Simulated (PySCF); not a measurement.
From HF to CCSD(T): MSi along group 13

HF and CCSD(T) in PySCF with def2-TZVPP on every atom (core potentials on Tl), for the lowest determinant that a PBE0 search found; no spin–orbit coupling.

```tsv
molecule	state (unpaired electrons)	HF Re (Å)	HF ωe (cm⁻¹)	HF De (eV)	CCSD(T) Re (Å)	CCSD(T) ωe (cm⁻¹)	CCSD(T) De (eV)
SiB	quartet (σ ↑, π ↑↑)	1.864	866	2.40	1.920	741	3.15
AlSi	quartet (σ ↑, π ↑↑)	2.475	346	1.68	2.427	383	2.45
GaSi	quartet (σ ↑, π ↑↑)	2.495	275	1.57	?	?	?
TlSi	quartet (σ ↑, π ↑↑)	2.752	215	1.37	2.675	237	2.09
```

Estimate the CCSD(T) values of GaSi by adding the mean shift from HF to CCSD(T) of the other rows, and compare with the calculation.

The mean shifts are -2.3 pm, -22 cm⁻¹ and +0.75 eV, which give 2.472 Å, 253 cm⁻¹ and 2.32 eV. CCSD(T)/def2-TZVPP gives Re = 2.419 Å, ωe = 314 cm⁻¹, De = 2.40 eV.

What are the mean differences of HF from CCSD(T) over the whole series?

Re +3.6 pm, ωe +7 cm⁻¹, De -0.77 eV.

In a basis of this size CCSD(T) is itself not converged; it tends to give bonds that are too long and too weak.

Correlated steps freeze the inner cores (6 to 14 orbitals); shallow outer-core shells are correlated. Spin–orbit coupling is left out, which matters for elements this heavy, above all for dissociation energies. The CCSD T1 diagnostic is raised in SiB, a sign that a single reference may not be enough there. States were picked by a PBE0 search and need not be the measured ground states.
